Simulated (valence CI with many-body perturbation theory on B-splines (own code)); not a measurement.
**Energy levels of Tc XI**

Computed by configuration interaction combined with many-body perturbation theory (CI+MBPT): five valence electrons over a frozen Dirac-Fock core [Ar] 3d10, a basis of 11 s, 11 p, 10 d, 8 f, 5 g, 2 h functions for each j, with the one-electron correlation potential Σ1, the two-electron term Σ2, the three-electron term Σ3, Breit, model QED; selected CI, second order for the rest, scaled by the run's own slope (own B-spline code, finite nucleus).

No measured spectrum was set against this ion. As an estimate, levels hold to about 250 cm⁻¹ or 0.2 % of their energy and the worst to 1 %, as in measured heavy ions of charge 2 to 7; those with d or f electrons hold less well. Among the levels kept, up to 2700 cm⁻¹ of a level comes from second order outside the variational space, and about a tenth of that is noise between levels of different J, which matters for small intervals.

Levels 136 to 178 of 178, with energies above the lowest level, 4s²4p³ ⁴S°_3/2. "Leading %" is the weight of the configuration and term that name the level; weights of strongly mixed levels are sums over their largest components and can fall short. In the jj column 3d3/2^4 stands for four electrons in 3d with j = 3/2. Lifetimes count E1, E2, E3, M1 and M2 decay at the calculated energies, and are blank where another channel may lead or the interval is too uncertain; long ones can be off by a factor of two.

| No. | Configuration | Term | J | E (eV) | Leading % | Leading jj | Lifetime |
| --- | --- | --- | --- | --- | --- | --- | --- |
| 136 | 4s²4p²5s | ²S | 1/2 | 102.12 | 84 | 4s^2 4p3/2^2 5s (88 %) | 11.6 ps |
| 137 | 4s²4p4d² | ⁴G° | 5/2 | 102.12 | 20 | 4s^2 4p1/2 4p3/2 4f5/2 (21 %) | 10.7 ps |
| 138 | 4s²4p²4f | ²H° | 11/2 | 102.43 | 46 | 4s^2 4p3/2 4d5/2^2 (41 %) | 161 ps |
| 139 | 4s²4p²4f | ⁴F° | 3/2 | 102.46 | 28 | 4s^2 4p1/2 4p3/2 4f5/2 (32 %) | 13.9 ps |
| 140 | 4s²4p²4f | ⁴F° | 9/2 | 102.57 | 23 | 4s^2 4p1/2 4p3/2 4f7/2 (44 %) | 15.3 ps |
| 141 | 4s²4p²4f | ⁴G° | 7/2 | 102.85 | 17 | 4s^2 4p1/2 4p3/2 4f5/2 (45 %) | 10.5 ps |
| 142 | 4s²4p²4f | ²G° | 9/2 | 103.04 | 37 | 4s^2 4p1/2 4p3/2 4f7/2 (62 %) | 17.3 ps |
| 143 | 4s²4p²5p | ⁴D° | 3/2 | 103.41 | 47 | 4s^2 4p1/2^2 5p3/2 (56 %) | 17.3 ps |
| 144 | 4s²4p4d² | ⁴D° | 3/2 | 103.54 | 25 | 4s^2 4p1/2 4d3/2 4d5/2 (13 %) | 15.0 ps |
| 145 | 4s²4p²4f | ²G° | 7/2 | 103.54 | 35 | 4s^2 4p1/2 4p3/2 4f5/2 (69 %) | 8.27 ps |
| 146 | 4s²4p²4f | ⁴F° | 5/2 | 103.59 | 14 | 4s^2 4p1/2 4d3/2 4d5/2 (15 %) | 13.6 ps |
| 147 | 4s²4p²4f | ²F° | 5/2 | 103.71 | 28 | 4s^2 4p1/2 4p3/2 4f5/2 (51 %) | 10.5 ps |
| 148 | 4s²4p²5p | ²S° | 1/2 | 103.82 | 36 | 4s^2 4p1/2 4p3/2 5p1/2 (64 %) | 25.0 ps |
| 149 | 4s²4p4d² | ⁴P° | 1/2 | 104.10 | 39 | 4s^2 4p1/2 4d3/2 4d5/2 (50 %) | 9.18 ps |
| 150 | 4s²4p4d² | ⁴D° | 3/2 | 104.33 | 29 | 4s^2 4p1/2 4d3/2 4d5/2 (28 %) | 10.6 ps |
| 151 | 4s²4p4d² | ⁴P° | 1/2 | 104.46 | 36 | 4s^2 4p1/2 4d3/2^2 (32 %) | 9.38 ps |
| 152 | 4s²4p²4f | ⁴G° | 9/2 | 104.58 | 31 | 4s^2 4p3/2^2 4f5/2 (32 %) | 8.80 ps |
| 153 | 4s²4p²5p | ²D° | 3/2 | 104.83 | 38 | 4s^2 4p1/2 4p3/2 5p1/2 (75 %) | 19.0 ps |
| 154 | 4s²4p²4f | ²F° | 5/2 | 104.98 | 25 | 4s^2 4p3/2 4d3/2 4d5/2 (18 %) | 12.1 ps |
| 155 | 4s²4p4d² | ⁴D° | 5/2 | 105.11 | 40 | 4s^2 4p3/2 4d3/2 4d5/2 (20 %) | 13.9 ps |
| 156 | 4s²4p²4f | ²G° | 7/2 | 105.34 | 18 | 4s^2 4p3/2^2 4f5/2 (29 %) | 10.6 ps |
| 157 | 4s²4p4d² | ⁴F° | 3/2 | 105.50 | 38 | 4s^2 4p1/2 4d3/2^2 (26 %) | 7.34 ps |
| 158 | 4s²4p²5p | ⁴D° | 5/2 | 105.52 | 57 | 4s^2 4p1/2 4p3/2 5p1/2 (59 %) | 17.2 ps |
| 159 | 4s²4p4d² | ⁴P° | 3/2 | 105.64 | 36 | 4s^2 4p1/2 4d3/2 4d5/2 (28 %) | 7.50 ps |
| 160 | 4s²4p4d² | ⁴D° | 7/2 | 105.68 | 32 | 4s^2 4p3/2 4d3/2^2 (17 %) | 10.8 ps |
| 161 | 4s²4p4d² | ⁴F° | 5/2 | 105.88 | 70 | 4s^2 4p1/2 4d3/2 4d5/2 (36 %) | 6.56 ps |
| 162 | 4s²4p²5p | ⁴P° | 5/2 | 105.96 | 36 | 4s^2 4p1/2 4p3/2 5p3/2 (72 %) | 23.1 ps |
| 163 | 4s²4p²4f | ⁴G° | 11/2 | 106.05 | 49 | 4s^2 4p3/2^2 4f7/2 (39 %) | 7.76 ps |
| 164 | 4s²4p²5p | ⁴S° | 3/2 | 106.16 | 46 | 4s^2 4p1/2 4p3/2 5p3/2 (68 %) | 27.1 ps |
| 165 | 4s²4p²5p | ⁴P° | 1/2 | 106.20 | 69 | 4s^2 4p1/2 4p3/2 5p3/2 (76 %) | 23.9 ps |
| 166 | 4s²4p4d² | ⁴F° | 7/2 | 106.54 | 40 | 4s^2 4p3/2^2 4f7/2 (23 %) | 9.33 ps |
| 167 | 4s²4p4d² | ²F° | 5/2 | 106.63 | 34 | 4s^2 4p3/2 4d3/2 4d5/2 (18 %) | 13.2 ps |
| 168 | 4s²4p²4f | ²G° | 9/2 | 106.72 | 27 | 4s^2 4p3/2^2 4f7/2 (58 %) | 8.48 ps |
| 169 | 4s²4p4d² | ⁴D° | 7/2 | 106.74 | 23 | 4s^2 4p3/2 4d3/2 4d5/2 (54 %) | 10.9 ps |
| 170 | 4s²4p²5p | ⁴D° | 7/2 | 106.99 | 60 | 4s^2 4p1/2 4p3/2 5p3/2 (66 %) | 29.2 ps |
| 171 | 4s²4p²5p | ⁴P° | 3/2 | 107.03 | 46 | 4s^2 4p1/2 4p3/2 5p1/2 (40 %) | 27.6 ps |
| 172 | 4s²4p4d² | ⁴F° | 9/2 | 107.13 | 53 | 4s^2 4p3/2 4d3/2 4d5/2 (26 %) | 7.02 ps |
| 173 | 4s²4p4d² | ⁴P° | 5/2 | 107.25 | 64 | 4s^2 4p3/2 4d3/2 4d5/2 (60 %) | 9.19 ps |
| 174 | 4s²4p4d² | ⁴D° | 7/2 | 107.56 | 23 | 4s^2 4p3/2 4d5/2^2 (35 %) | 9.90 ps |
| 175 | 4s²4p²4f | ²D° | 5/2 | 107.81 | 25 | 4s^2 4p3/2^2 4f5/2 (26 %) | 7.04 ps |
| 176 | 4s²4p²5p | ²P° | 3/2 | 107.83 | 56 | 4s^2 4p1/2 4p3/2 5p3/2 (64 %) | 33.3 ps |
| 177 | 4s²4p²5p | ²D° | 5/2 | 108.31 | 31 | 4s^2 4p1/2 4p3/2 5p3/2 (68 %) | 27.7 ps |
| 178 | 4s²4p²4f | ²P° | 3/2 | 108.42 | 30 | 4s^2 4p3/2 4d3/2 4d5/2 (16 %) | 6.16 ps |

Names give the largest LS component (configuration and term), which can be under half, so a name can repeat, a term be missing and a line seem to break the LS rules; names also repeat where a configuration has a term twice.

Where two levels of one J and parity lie close, their mixing, g and order are uncertain.
